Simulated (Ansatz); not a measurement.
A search over several starts for the lowest SCF solution of PtAu3⁻ at the given spin, in a small basis.

```yaml
crystal:
  periodic: [false, false, false]
  atoms:
    - {symbol: Pt, position_ang: [-0.276052, 0.379075, 0.010497]}
    - {symbol: Au, position_ang: [-0.116400, -2.235839, -0.018303]}
    - {symbol: Au, position_ang: [2.146691, -0.612790, -0.059376]}
    - {symbol: Au, position_ang: [-1.754239, 2.469554, 0.067182]}
basis:
  gaussian: {orbitals: def2-SVP, initial_orbitals: start.molden}
total_charge: -1
hamiltonian: {xc: pbe0, dispersion: d4}
output: {orbitals: {seedname: orbitals}}
```

The file start.molden holds the orbitals of an earlier run on this structure, at another level or in another basis.

```sh
$ ansatz run in.yaml --threads 2 --pin off --events-out ev --progress --plain --max-ram 4352MiB
```

Shortened log:

```
Functional definition: PBE0
1304 factors; integrals over basis functions are off by at most 2.9e-4 eV
mean field evaluation 1: about -14329.9990 eV, gradient 2.8e1 eV
mean field evaluation 2: about -14330.3896 eV, gradient 9.9e-1 eV
mean field evaluation 4: about -14330.6432 eV, gradient 1.4e-1 eV
mean field evaluation 8: about -14330.6433 eV, gradient 1.6e-5 eV
mean field evaluation 16: about -14330.4117 eV, gradient 5.8e-1 eV
mean field evaluation 32: about -14330.6433 eV, gradient 5.4e-5 eV
mean field -14330.64334439 eV, -526.6414292475 hartree, gradient 2.4e-5 eV, S^2 0.000000; 1 other end points of the search recorded, 0 dependent functions left out
reference -14330.64337352 eV, -526.6414303178 hartree; 38, 38 occupied and 90, 90 virtual orbitals, 1304 factors
Total energy: -14330.85095527 eV, -526.6490588065 hartree
```

It took 8.5 s on 2 threads of AMD EPYC 7R43 on a shared host.

In the def2 sets Au, Pt take a core potential; there is no spin–orbit coupling. The structure comes from a short search, and lower isomers may exist.
